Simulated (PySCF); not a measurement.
trichloroethylene (C2HCl3), SMILES ClC=C(Cl)Cl. Atoms are numbered in the order given.

```xyz
6

Cl     0.3468     2.2486     0.0000
C      0.9163     0.6378     0.0000
C      0.1102    -0.4320     0.0000
Cl    -1.5979    -0.3309     0.0000
Cl     0.7712    -2.0205     0.0000
H      1.9999     0.5134     0.0000
```
Charge 0, spin multiplicity 1.

Geometry optimised at PBE0-D3(BJ)/def2-SVP.

Two levels are set side by side: PBE/pcSseg-1 (PySCF) and PBE0/pcSseg-1 (PySCF). GIAO shifts against HCl (³⁵Cl), TMS (¹H), TMS (¹³C) at the same level; non-relativistic, no solvent, atoms listed together averaged. Without spin–orbit terms, shifts of atoms bonded to Cl or Br come out too high at both levels. Differences are taken from unrounded values.

```tsv
quantity	PBE
δ(³⁵Cl) of Cl1 (ppm)	258.4
δ(¹³C) of C2 (ppm)	127.0
δ(¹³C) of C3 (ppm)	143.5
δ(¹H) of H6 (ppm)	6.38
```

**Question.** These are the PBE values. What does PBE0 give? (Estimate from the structure and the level; the computed values follow.)

**Answer.** 
```tsv
quantity	PBE0	PBE minus PBE0
δ(³⁵Cl) of Cl1 (ppm)	227.5	30.9
δ(¹³C) of C2 (ppm)	131.3	-4.3
δ(¹³C) of C3 (ppm)	145.2	-1.7
δ(¹H) of H6 (ppm)	6.51	-0.13
```

Rough cost on one machine, each run with all the roots and properties that it gave: PBE0 against PBE within a factor of 2.
